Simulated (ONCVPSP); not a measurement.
## germanium (Ge): one change to an ONCV potential, before and after

Ge, optimised norm-conserving Vanderbilt (ONCV), made with ONCVPSP 4.0.1 (PBEsol, fully relativistic). Core [Ar], reference 3d10 4s1 4p3. Waves: 4s: rc 1.65 bohr, ncon 3, nbas 7, qcut 3.6 1/bohr, 2 projectors, debl 1.7 Ha; 4p: rc 2.00 bohr, ncon 4, nbas 9, qcut 4.4 1/bohr, 1 projector; 3d: rc 1.10 bohr, ncon 3, nbas 8, qcut 15.9 1/bohr, 2 projectors, debl 3.4 Ha; f scattering state at 0.16 Ha: rc 1.95 bohr, ncon 4, nbas 7, qcut 6.6 1/bohr, 2 projectors, debl 1.8 Ha. Local part: polynomial inside 0.80 bohr (lpopt 4, dvloc0 3 Ha). Core correction: Teter function, fcfact 5.25, rcfact 1.05.

Open shells are filled in proportion to 2j + 1.

All-electron outer shells of the reference configuration (PBEsol, scalar-relativistic, ld1.x):

| shell | level (eV) | outermost node (bohr) | outermost maximum (bohr) |
| --- | --- | --- | --- |
| 3s | -169.91 | 0.26 | 0.54 |
| 3p | -117.22 | 0.23 | 0.54 |
| 3d | -31.05 | – | 0.50 |
| 4s | -12.70 | 0.77 | 1.73 |
| 4p | -4.59 | 0.82 | 2.16 |

Change: s: qcut 2.4; p: qcut 2.9; d: qcut 10.6; f: qcut 4.4.

Cutoffs: the cutoffs (Ha) at which the residual kinetic energy of the hardest occupied pseudo-wave falls to 1 and 0.1 mHa per electron; they do not see the model core or the augmentation charge, which bear on the density cutoff. Errors are all-electron minus pseudo energies relative to the spin-unpolarised reference configuration.

Task: What does the change do?

Result: The potential gets harder (93 Ha and 104 Ha → 114 Ha and 295 Ha); of the 4 tests that both files solve, the error grows in 4 and shrinks in 0 by more than 15 % and 0.3 meV (median size 3.2 → 6.4 meV); the range in which the s phases agree widens (upper end 0.8 → at the end of the scan); the range in which the f7/2 phases agree narrows (upper end at the end of the scan → 3.3); neither file shows a bound ghost.

| quantity | base | changed |
| --- | --- | --- |
| cutoff, loose | 93 Ha | 114 Ha |
| cutoff, tight | 104 Ha | 295 Ha |
| loose cutoff by channel | s 14 Ha, p 6.3 Ha, d 93 Ha | s 46 Ha, p 4.9 Ha, d 114 Ha |
| bound ghosts | none | none |
| GHOST(+) flags under 300 eV | s at 21.2 eV | s at 34.1 eV, f5/2 at 101.4 eV |
| error for 3d10 4s2 4p2, meV [ΔE -7.98 eV] | -1.1 | -3.3 |
| error for 3d10 4s2 4p1, meV [ΔE -0.52 eV] | -3.8 | -7.4 |
| error for 3d10 4s2 4p0, meV [ΔE 14.93 eV] | -10 | -17 |
| error for 3d10 4s2 4p1.5, meV [ΔE -5.17 eV] | -2.6 | -5.5 |
| s: phases at 1.67 bohr within 0.05 rad from the reference energy up to (Ha; the scan ends near 5) | 0.8 | to the end of the scan |
| p3/2: phases at 2.03 bohr within 0.05 rad from the reference energy up to (Ha; the scan ends near 5) | 0.8 | 0.7 |
| p1/2: phases at 2.03 bohr within 0.05 rad from the reference energy up to (Ha; the scan ends near 5) | 0.8 | 0.7 |
| d5/2: phases at 1.11 bohr within 0.05 rad from the reference energy up to (Ha; the scan ends near 5) | to the end of the scan | to the end of the scan |
| d3/2: phases at 1.11 bohr within 0.05 rad from the reference energy up to (Ha; the scan ends near 5) | to the end of the scan | to the end of the scan |
| f7/2: phases at 1.98 bohr within 0.05 rad from the reference energy up to (Ha; the scan ends near 5) | to the end of the scan | 3.3 |
| f5/2: phases at 1.98 bohr within 0.05 rad from the reference energy up to (Ha; the scan ends near 5) | to the end of the scan | 3.3 |
| rms error of d²Exc/dni dnj with the model core, mHa | 8.66 | 7.95 |
